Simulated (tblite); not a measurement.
Compound: C5H8F2O3.
Z-matrix (Å and degrees, GFN2-xTB geometry), rows numbered from 1:
```
C 
C   1  1.5176
O   2  1.4321  1  108.08
C   3  1.3549  2  113.81  1  -175.85
O   4  1.4092  3  118.38  2   -82.09
C   5  1.3886  4   62.94  3  -108.16
O   6  1.3895  4  118.33  5   105.72
C   7  1.3624  6  113.96  4  -134.03
F   8  1.3342  7  108.25  6   167.17
F   8  1.3561  7  111.06  6   -76.38
H   1  1.0860  2  109.71  3  -179.64
H   1  1.0861  2  109.96  3    60.10
H   1  1.0859  2  109.94  3   -59.44
H   2  1.0968  1  111.04  3   119.61
H   2  1.0987  1  110.85  3  -119.51
H   4  1.0908  3  116.58  2    58.87
H   6  1.0865  4  120.15  5  -103.94
H   8  1.1053  7  113.82  6    45.26
```

Method: GFN2-xTB as coded in tblite; computed harmonic values from a numerical Hessian at the method's own geometry, unscaled. This tight-binding method is rough: wavenumbers can miss measured ones by several per cent, in bad cases by 10 to 20. One conformer, not necessarily the lowest.

Harmonic wavenumbers (cm⁻¹): 33.6, 43.9, 49.6, 81.9, 131.4, 138.2, 203.4, 246.0, 347.4, 377.4, 418.7, 502.5, 525.7, 620.6, 678.1, 835.6, 855.8, 919.6, 990.8, 1013.9, 1025.0, 1054.7, 1079.0, 1096.2, 1107.1, 1125.2, 1132.3, 1144.0, 1173.8, 1243.0, 1253.0, 1272.7, 1278.9, 1283.6, 1332.1, 1397.9, 1441.4, 1469.1, 1479.4, 1489.5, 2874.5, 2884.1, 2916.4, 2958.7, 3016.5, 3054.7, 3058.4, 3062.1.

A = 5400, B = 459.9, C = 449.0 MHz; mass 154.044 u (most abundant isotopes); point group C1, symmetry number 1.

**Question.** Zero-point energy?

**Answer.** ½Σν̃ = 28859 cm⁻¹ = 82.51 kcal/mol.

**Question.** Give the ideal-gas entropy at 298.15 K and 1 bar in the rigid-rotor, harmonic-oscillator model (classical rotation).

**Answer.** Translation 41.03, rotation 30.05, vibration 35.57: S = 106.6 cal/(mol K).

**Question.** And Cp and H(298.15 K) − H(0)?

**Answer.** Cp = 38.41 cal/(mol K), of which vibrations give 30.46 (their classical limit is 48 R = 95.4); H(298.15 K) − H(0) = 7.38 kcal/mol without the zero-point energy, 5.01 from vibrations.

**Question.** Which modes carry the vibrational entropy at 298.15 K?

**Answer.** 33.6 cm⁻¹: 5.60; 43.9 cm⁻¹: 5.07; 49.6 cm⁻¹: 4.83; 81.9 cm⁻¹: 3.84; 131.4 cm⁻¹: 2.93; 138.2 cm⁻¹: 2.83 cal/(mol K); the other 42 give 10.46 together.

**Question.** How do the functions run with temperature in this model?

**Answer.** 
```csv
T (K),S (cal/(mol K)),Cp (cal/(mol K)),H − H(0) (kcal/mol),G − H(0) (kcal/mol),ln q(vib)
50,63.3,16.1,0.59,-2.57,1.23
100,76.1,21.2,1.53,-6.07,3.17
373.15,116.1,45.7,10.53,-32.77,11.53
500,131.0,56.5,17.04,-48.45,14.93
750,156.9,71.3,33.17,-84.54,21.26
1000,178.8,80.4,52.22,-126.58,27.09
```

q(vib) and H(0) count from the zero-point level.

**Question.** Blend soft modes into free rotors: weight 1/[1 + (100 cm⁻¹/ν̃)⁴] for the oscillator and the rest for a rotor with moment μB/(μ + B), μ = h/(8π²ν), B = 10⁻⁴⁴ kg m². What vibrational entropy results?

**Answer.** 30.68 cal/(mol K) in place of 35.57, which changes −T·S at 298.15 K by +1.46 kcal/mol.

**Question.** What must be added to the electronic energy to get the Gibbs energy at 298.15 K and 1 bar?

**Answer.** ZPE + [H(298.15 K) − H(0)] − T·S = 82.51 + 7.38 − 31.80 = 58.09 kcal/mol.

Hindered rotation and anharmonicity are outside this model. Other conformers, if any are populated, would add a mixing term that is left out. The structure is chiral; the term R ln 2 for an equal mix with its mirror image is left out.
